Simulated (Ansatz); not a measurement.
`N[Si](O)(Cl)Br` + `OC(O)I` → `N[SiH](O)Cl` + `OC(O)(Br)I`  (formal exchange of groups at the Si–Br bond)

Gas-phase electronic energies from Ansatz, PBE0-D4/def2-TZVP geometries. CBS: MP2 limit from def2 TZ/QZ plus the TZ coupled-cluster correction, frozen cores. Functionals use def2-TZVPP. B3LYP here is the variant with VWN-RPA as its local correlation; programs differ in this. HSE06 is defined as in plane-wave codes. Elements past krypton have def2 core potentials. For Br, I outer-core shells are correlated without core-valence functions, which leaves a few kJ/mol of doubt a bond. Scalar relativity is left out up to krypton. Each species was taken in one conformer, which may not be the lowest.

| level | ΔE (kcal/mol) | difference from CCSD(T)/CBS |
| --- | --- | --- |
| B97M-V | 38.4 | -0.1 |
| PBE0-D4 | 39.1 | 0.6 |
| B3LYP-D4 | 38.0 | -0.5 |
| HSE06-D4 | 39.1 | 0.6 |
| ωB97X-V | 38.4 | -0.1 |
| revPBE | 37.0 | -1.5 |
| HSE06 | 39.0 | 0.5 |
| CAM-B3LYP | 38.5 | 0.0 |
| HF/def2-TZVPP | 43.1 | 4.6 |
| HF/def2-QZVPP | 43.0 | 4.5 |
| CCSD(T)/CBS | 38.5 | 0 |

Task: What do rigid-rotor, harmonic-oscillator terms from PBE0-D4/def2-TZVP frequencies (298.15 K, 1 bar) make of the CCSD(T)/CBS value? (Best estimate.)

Result: Ansatz gave: ΔZPE = -2.4 kcal/mol, ΔH = +36.1 kcal/mol, ΔS = -3 J/(mol·K), ΔG = +36.3 kcal/mol.

Largest T1 diagnostic among the species: 0.010.

At CCSD(T), def2-SVP lies −1.0 kcal/mol from the extrapolated value and def2-TZVPP −0.5 kcal/mol. From BLYP to BHLYP (50 % exact exchange), in def2-TZVPP and without D4, ΔE moves by +4.4 kcal/mol. Leaving LDA and LC-ωPBE aside and taking each functional with its dispersion term where it has one, the values, not all of them listed here, spread over 4.6 kcal/mol, from BLYP-D4 to BHLYP-D4. LDA lies −0.9 kcal/mol from PBE without D4.
